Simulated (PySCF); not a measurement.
# Spin states of YBr

Unrestricted PBE0; basis Y def2-TZVPP with ECP28, Br def2-TZVPP; scalar-relativistic core potentials; PySCF 2.14. Outer shells of the fragments: Y 4d1 5s2; Br 3d10 4s2 4p5.

Followed along the bond (rough minima from three points):

```tsv
2Ms+1	unpaired	⟨S²⟩ at the start	R at minimum (Å)	Te (eV)
1	none	0.00	2.55	0.00
3	σ ↑, δ ↑	2.00	2.60	0.36
3	σ ↑, π ↑	2.00	2.62	0.68
1	σ ↓, δ ↑	1.00	2.61	0.80
1	σ ↑, π ↓	1.00	2.62	0.98
3	σ ↑↑	2.00	2.63	0.99
```

Solutions found at the starting distance of 2.580 Å, counted from the lowest of them; the search is not exhaustive and high or unbound solutions are not listed, so other states can lie among these:

| 2Ms+1 | unpaired | term | E (eV) | ⟨S²⟩ | ⟨Lz²⟩ | μ (D) |
| --- | --- | --- | --- | --- | --- | --- |
| 1 | none | ¹Σ⁺ | 0.00 | 0.00 | 0.00 | -2.73 |
| 3 | σ ↑, δ ↑ | ³Δ | 0.36 | 2.00 | 4.01 | -4.29 |
| 3 | σ ↑, π ↑ | ³Π | 0.68 | 2.00 | 1.01 | -2.86 |
| 1 | σ ↓, δ ↑ | mixed | 0.80 | 1.00 | 4.00 | -3.10 |
| 1 | σ ↑, π ↓ | mixed | 0.98 | 1.00 | 1.23 | -3.78 |
| 3 | σ ↑↑ | ³Σ⁺ | 1.00 | 2.00 | 0.00 | -0.78 |

A term symbol is given only where ⟨S²⟩ and ⟨Lz²⟩ are close to those of a pure state; real π, δ and φ orbitals otherwise mix terms. A positive dipole means Y(−)Br(+).

Spin–orbit coupling is left out.
